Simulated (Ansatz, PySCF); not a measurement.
B(Br)2(OH) (BBr₂HO), SMILES OB(Br)Br. Atoms are numbered in the order given.

```xyz
5

B      0.6669    -0.0359     0.0000
Br    -0.2498     1.6582     0.0000
Br    -0.3260    -1.6644     0.0000
O      2.0015    -0.1002     0.0000
H      2.4295     0.7645     0.0000
```

Geometry optimised at PBE0-D3(BJ)/def2-SVP. The values are those of a single conformer.

Two levels are set side by side: PBE-D3(BJ)/def2-SVP (Ansatz, a first-principles code) and PBE0-D3(BJ)/def2-SVP (Ansatz). Each level has its own optimised geometry; the coordinates shown are those of the second. Frequencies come from the Hessian of PySCF at each geometry. Differences are taken from unrounded values.

```tsv
quantity	PBE0-D3(BJ)	PBE-D3(BJ)	PBE-D3(BJ) minus PBE0-D3(BJ)
mean bond length (Å)	1.534	1.546	0.012
bond B1–Br2 (Å)	1.926	1.939	0.013
bond B1–Br3 (Å)	1.907	1.918	0.011
bond B1–O4 (Å)	1.336	1.349	0.013
bond O4–H5 (Å)	0.965	0.976	0.012
highest harmonic wavenumber (cm⁻¹)	3882	3712	-170
mean harmonic wavenumber (cm⁻¹)	1011	971	-39
zero-point energy (kcal/mol)	13.00	12.49	-0.51
```

Exact exchange shortens and stiffens bonds; PBE has none. Differences between two approximate levels are no errors against the true value.
